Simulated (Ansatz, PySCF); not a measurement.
BrF₂GeHO, SMILES [OH][Ge]([F])([Br])[F]. Atoms are numbered in the order given.

```xyz
6

O      2.0293     0.0019    -0.3581
Ge     0.4060    -0.5142     0.0117
F      0.3621    -1.3051     1.5401
F     -0.1050    -1.7281    -1.0968
Br    -0.9849     1.2521    -0.0261
H      2.6577    -0.7361    -0.3457
```
Charge 0, spin multiplicity 1.

Geometry: r2SCAN-D4/def2-SVP. Other conformers were not sampled.

Two levels are set side by side: PBE-D3(BJ)/def2-SVP (Ansatz, a first-principles code) and r2SCAN-D4/def2-SVP (Ansatz). Each level has its own optimised geometry; the coordinates shown are those of the second. Frequencies come from the Hessian of PySCF at each geometry. Differences are taken from unrounded values.

```json
[
 {"quantity": "mean bond length (Å)", "r2SCAN-D4": "1.681"},
 {"quantity": "bond O1–Ge2 (Å)", "r2SCAN-D4": "1.743"},
 {"quantity": "bond Ge2–F3 (Å)", "r2SCAN-D4": "1.722"},
 {"quantity": "bond Ge2–F4 (Å)", "r2SCAN-D4": "1.721"},
 {"quantity": "bond Ge2–Br5 (Å)", "r2SCAN-D4": "2.249"},
 {"quantity": "bond O1–H6 (Å)", "r2SCAN-D4": "0.969"},
 {"quantity": "highest harmonic wavenumber (cm⁻¹)", "r2SCAN-D4": "3820"},
 {"quantity": "mean harmonic wavenumber (cm⁻¹)", "r2SCAN-D4": "703"},
 {"quantity": "zero-point energy (kcal/mol)", "r2SCAN-D4": "12.06"}
]
```

Problem. What does PBE-D3(BJ) give, and how far is it from r2SCAN-D4? (An estimate is asked for; the answer gives what the named calculation found.)

Solution. 
```tsv
quantity	PBE-D3(BJ)	PBE-D3(BJ) minus r2SCAN-D4
mean bond length (Å)	1.698	0.018
bond O1–Ge2 (Å)	1.764	0.021
bond Ge2–F3 (Å)	1.740	0.019
bond Ge2–F4 (Å)	1.740	0.019
bond Ge2–Br5 (Å)	2.269	0.020
bond O1–H6 (Å)	0.978	0.009
highest harmonic wavenumber (cm⁻¹)	3700	-120
mean harmonic wavenumber (cm⁻¹)	682	-21
zero-point energy (kcal/mol)	11.69	-0.37
```
